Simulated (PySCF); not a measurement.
Cl$_{2}$CrO$_{2}$ (SMILES [O]=[Cr](=[O])([Cl])[Cl]), singlet, geometry from GFN2-xTB (such geometries of metal compounds can be far from the true shape). Base run: PySCF with PBE0/STO-3G.

Here is a job for PySCF.
```python
from pyscf import gto, scf, dft

mol = gto.M(
    atom='''
Cr    0.36161990   -0.06306063    0.11655214
O     1.44045237   -0.59234025   -0.86408389
O     0.79045337    0.20330658    1.58311746
Cl   -0.38616068    1.66825371   -0.64495912
Cl   -1.17419951   -1.39615227    0.14204619
''',
    basis='sto-3g',
    verbose=4,
)

mf = dft.RKS(mol)
mf.xc = 'pbe0'
mf.kernel()
mf.analyze()
```

Each row names what was changed in the base input (with any setting that the change needs).

| change | ΔE vs base (µEh) | SCF cycles | outcome |
|---|---|---|---|
| base | 0.0 | 16 | converged |
| diis_space = 2 | - | 50 | not converged |
| diis = off; damp = 0.3 (with mf.diis_start_cycle = 200; with mf.max_cycle = 150) | - | 150 | not converged |
| DIIS = EDIIS | - | 50 | not converged |
| init_guess = huckel | 0.0 | 16 | converged |
| conv_tol = 1e-11 | 0.0 | 18 | converged |
| conv_tol = 1e-7 | 0.0 | 15 | converged |
| conv_tol = 1e-4 | 1.9 | 13 | converged |
| conv_tol_grad = 1e-3 | 0.0 | 16 | converged |
| DIIS = ADIIS | 0.0 | 23 | converged |
| init_guess = sap | 0.0 | 17 | converged |
| diis_space = 20 | 0.0 | 16 | converged |
| level_shift = 0.3 (with mf.max_cycle = 100) | 0.0 | 44 | converged |
